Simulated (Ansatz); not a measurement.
Breaking the Sb1–H2 bond in ClH2Sb (SMILES [Cl][SbH2]) (multiplicity 1 held, fragments rigid). Energies count from the point at 1.719 Å.
Geometry at that point (charge 0, multiplicity 1):
```xyz
4

Sb    -0.3356    -0.3430     0.3187
H     -0.0005    -1.7012    -0.6794
H     -1.7192     0.0248    -0.6320
Cl     1.1081     1.1276    -0.8788
```

Restricted levels (R-, RO-) in cc, def2 and unpolarised 6-31G sets keep to the state of the molecule at rest. Unrestricted levels (U-) break spin symmetry where that is lower. Active spaces are followed from a long bond inwards. Levels need not reach the same state.

Correlated levels freeze the cores. Filled d and f shells under p-block atoms count as core.

Programs: Ansatz (Gaussian basis) for Hartree–Fock, density functionals and correlated methods. Values without a source in brackets are computed. In def2 rows elements past Kr take small-core potentials, without spin–orbit coupling.

Energies in eV.

```tsv
R (Å)	R-HF/def2-SVP	U-HF/def2-SVP	R-SCS-MP2/def2-SVP	R-CCSD/def2-SVP	R-CCSDT/def2-SVP	FIC-MRCISD+Q on CASSCF(2,2)/def2-SVP
1.375	1.35	1.35	1.40	1.41	1.42	1.41
1.547	0.23	0.23	0.26	0.27	0.27	0.27
1.719	0.00	0.00	0.00	0.00	0.00	0.00
1.890	0.22	0.22	0.19	0.17	0.16	0.16
2.062	0.66	0.66	0.58	0.53	0.51	0.51
2.320	1.46	1.35	1.29	1.17	1.12	1.12
2.578	2.27	1.70	1.99	1.76	1.67	1.68
3.007	3.47	1.92	2.91	2.46	2.29	2.29
3.437	4.42	1.98	3.50	2.82	2.58	2.58
3.953	5.29	1.99	3.78	3.01	2.71	2.70
4.640	6.07	2.00	3.58	3.09	2.75	2.74
5.499	6.63	2.00	2.79	3.12	2.76	2.74
```

Doubts at one or more of the structures used: a restricted determinant that unrestricted orbitals would lower (R-HF/def2-SVP, R-SCS-MP2/def2-SVP, R-CCSD/def2-SVP, R-CCSDT/def2-SVP); a spin-contaminated determinant (U-HF/def2-SVP); other coupled-cluster roots lie near (R-CCSD/def2-SVP, R-CCSDT/def2-SVP); T1 above 0.05 (R-CCSD/def2-SVP, R-CCSDT/def2-SVP).

Ansatz is a quantum-chemistry and plane-wave program.
